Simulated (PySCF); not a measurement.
Species: bromotrifluorosilane, BrF₃Si.
Geometry (PBE0-D3(BJ)/def2-SVP, Å), atoms numbered from 1 in this order:
```xyz
5
BrF3Si angstrom
F     -0.7287    1.4520   -0.1295
Si    -0.0916   -0.0040   -0.0102
F     -0.6585   -0.6947    1.3096
F     -0.5729   -0.8581   -1.2665
Br     2.0689    0.1105    0.0622
```

Level: B3LYP/def2-SVPD in PySCF, non-relativistic, on one gas-phase PBE0-D3(BJ)/def2-SVP geometry that isn't relaxed in the solvent. The solvent is an IEF-PCM continuum (Bondi radii, 1.10 Å for H, scaled by 1.2), and excitations are vertical TDDFT with non-equilibrium linear response and a frozen core. The model holds no explicit solvent molecules, cavitation or dispersion. Spin–orbit coupling is left out although an atom past zinc is present.

Gas-phase singlets (H = HOMO, L = LUMO):

```json
{"state": "S1", "E (eV)": "7.252", "λ (nm)": "171", "f": "0.028", "leading configurations": "H→L 98%"}
{"state": "S2", "E (eV)": "7.254", "λ (nm)": "171", "f": "0.028", "leading configurations": "H-1→L 98%"}
{"state": "S3", "E (eV)": "8.948", "λ (nm)": "139", "f": "0.000", "leading configurations": "H→L+2 60%, H-1→L+3 36%"}
{"state": "S4", "E (eV)": "8.992", "λ (nm)": "138", "f": "0.012", "leading configurations": "H→L+1 38%, H-1→L+2 18%, H→L+3 16%"}
{"state": "S5", "E (eV)": "8.997", "λ (nm)": "138", "f": "0.011", "leading configurations": "H-1→L+1 34%, H-1→L+3 25%, H→L+2 11%"}
```

Question: Give the list for acetone (ε = 20.49), n² = 1.85.

Answer: 
```csv
state,E (eV),λ (nm),f,leading configurations,change by rank (eV)
S1,7.194,172,0.034,H→L 98%,-0.058
S2,7.195,172,0.034,H-1→L 98%,-0.059
S3,8.893,139,0.000,"H→L+2 51%, H-1→L+3 37%",-0.055
S4,8.917,139,0.024,"H→L+1 60%, H-1→L+2 14%, H→L+3 13%",-0.075
S5,8.921,139,0.024,"H-1→L+1 59%, H-1→L+3 19%, H→L+2 9%",-0.076
```

Question: How does the list change in water (ε = 78.36)?

Answer: 
| state | E (eV) | λ (nm) | f | leading configurations | change by rank (eV) |
| --- | --- | --- | --- | --- | --- |
| S1 | 7.192 | 172 | 0.034 | H→L 98% | -0.060 |
| S2 | 7.193 | 172 | 0.034 | H-1→L 98% | -0.061 |
| S3 | 8.890 | 139 | 0.000 | H→L+2 51%, H-1→L+3 37% | -0.058 |
| S4 | 8.915 | 139 | 0.023 | H→L+1 60%, H-1→L+2 14%, H→L+3 13% | -0.077 |
| S5 | 8.918 | 139 | 0.023 | H-1→L+1 59%, H-1→L+3 19%, H→L+2 9% | -0.079 |

Question: How do the frontier levels move from gas to water?

Answer: 
```json
{"orbital": "LUMO+2", "gas (eV)": "0.80", "solvent (eV)": "0.96", "change (eV)": "+0.16", "Löwdin shares, gas": "Br5 37 %, Si2 26 %, F3 13 %, F1 12 %", "Löwdin shares, solvent": "Br5 37 %, Si2 24 %, F3 13 %, F4 13 %"}
{"orbital": "LUMO+1", "gas (eV)": "0.59", "solvent (eV)": "0.74", "change (eV)": "+0.15", "Löwdin shares, gas": "Br5 47 %, Si2 30 %, F3 8 %, F1 8 %", "Löwdin shares, solvent": "Br5 46 %, Si2 29 %, F1 8 %, F3 8 %"}
{"orbital": "LUMO", "gas (eV)": "-1.07", "solvent (eV)": "-0.89", "change (eV)": "+0.18", "Löwdin shares, gas": "Br5 39 %, Si2 36 %, F4 8 %, F1 8 %", "Löwdin shares, solvent": "Si2 37 %, Br5 36 %, F4 9 %, F1 9 %"}
{"orbital": "HOMO", "gas (eV)": "-9.45", "solvent (eV)": "-9.21", "change (eV)": "+0.24", "Löwdin shares, gas": "Br5 88 %, Si2 7 %", "Löwdin shares, solvent": "Br5 88 %, Si2 7 %"}
{"orbital": "HOMO-1", "gas (eV)": "-9.45", "solvent (eV)": "-9.21", "change (eV)": "+0.24", "Löwdin shares, gas": "Br5 88 %, Si2 7 %", "Löwdin shares, solvent": "Br5 88 %, Si2 7 %"}
{"orbital": "HOMO-2", "gas (eV)": "-11.61", "solvent (eV)": "-11.42", "change (eV)": "+0.19", "Löwdin shares, gas": "Br5 56 %, Si2 14 %, F3 10 %, F1 10 %", "Löwdin shares, solvent": "Br5 58 %, Si2 15 %, F1 9 %, F3 9 %"}
{"orbital": "HOMO-3", "gas (eV)": "-12.39", "solvent (eV)": "-12.34", "change (eV)": "+0.05", "Löwdin shares, gas": "F4 34 %, F1 33 %, F3 33 %", "Löwdin shares, solvent": "F3 34 %, F4 33 %, F1 33 %"}
```

The HOMO–LUMO gap goes from 8.38 to 8.32 eV. Shares within a degenerate set are those of one arbitrary member.

Time: 12 s wall. Hardware: an Arm Neoverse V1 with one thread, no GPU (shared host). This is the whole response run at B3LYP/def2-SVPD in water, SCF included.
